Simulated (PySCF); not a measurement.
**How methods differ on the electron affinity of Ru**

Ru⁻ [Kr] 4d7 5s2 (4F) → Ru [Kr] 4d7 5s1 (5F), as a difference of total energies. Computed with PySCF 2.14 in def2-TZVPPD with the def2 core potential (28 electrons) (6s4p3d2f1g, 56 functions), with a scalar-relativistic core potential. Correlated levels: valence and next inner shell: nothing frozen outside the core potential. The calculations carry no spin-orbit coupling.

```
                                method  electron affinity (eV)  difference from reference (eV)
                                   UHF                  -0.558                          -1.604
    MP2 (valence and next inner shell)                   0.497                          -0.549
SCS-MP2 (valence and next inner shell)                   0.580                          -0.466
   CCSD (valence and next inner shell)                   0.533                          -0.513
CCSD(T) (valence and next inner shell)                   0.682                          -0.364
```

Reference: 1.046 eV (measured; photodetachment measurements, as compiled on the Wikipedia data page of electron affinities).

The reference lies between the lowest fine-structure levels, while these numbers refer to the centres of the terms.

Errors of the correlated levels include the incompleteness of this basis.

A negative affinity means that the anion lies above the atom at that level of theory.
